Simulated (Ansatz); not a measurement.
Method: PBE-D3(BJ)/def2-TZVP // PBE0-D3(BJ)/def2-SVP run with Ansatz (an electronic-structure program). Gas-phase values, no solvent. One relaxed conformer stands for a flexible species; it need not be the lowest.  In the def2 sets, heavy atoms carry core potentials.

Reference species (SMILES): `[CH3][Sn]([Cl])([Cl])[Cl]` (neutral, multiplicity 1).

The LUMO is -3.15 eV and the HOMO is -7.74 eV.

Changed species: `C=CC[CH2][Sn]([Cl])([Cl])[Cl]` (C–C–C–C torsion -116°, C–C–C–Sn torsion 180°) (Y = but-3-enyl; the reference has Y = methyl).

Question: Predict the effect on the LUMO and HOMO.

Answer: the LUMO stays essentially unchanged; the HOMO goes up by 0.88 eV, to -6.86 eV.
